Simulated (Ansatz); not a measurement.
Process, species as SMILES: [CH3][Ge]([F])([F])[F] -> [CH3] (CH3) + [F][Ge]([F])[F] (the C-Ge bond at the site shown breaks; other sites are not compared here)
Geometries: B3LYP-D3(BJ)/def2-TZVP minima from Ansatz (a quantum-chemistry and plane-wave program).

Property: bond dissociation energy (electronic energy difference), in eV. Valence correlation only, unless marked. UHF or UKS for open shells. Spin-orbit coupling is left out. The frozen core is the preceding noble-gas configuration, with the filled d and f shells of earlier blocks. Non-relativistic. CBS(X,Y): correlation extrapolated as X^-3; Hartree-Fock from the larger set. The bracket is a focal-point correction in the basis named.

```csv
level,program,bond dissociation energy (eV)
HF/aug-cc-pVDZ,Ansatz,2.94
HF/cc-pVTZ,Ansatz,2.98
PBE-D4/def2-TZVPD,Ansatz + dftd4,3.75
BLYP-D4/def2-TZVPD,Ansatz + dftd4,3.55
B3LYP/def2-TZVPD,Ansatz,3.62
PBE0-D3(BJ)/def2-TZVP,Ansatz + dftd3,3.87
PBE0-D3(BJ)/def2-TZVPD,Ansatz + dftd3,3.86
```

Task: Estimate the value at RI-MP2/CBS(cc-pVTZ,cc-pVQZ)+[CCSD(T)-MP2]/cc-pVTZ as computed with Ansatz.

Result: 4.04 eV
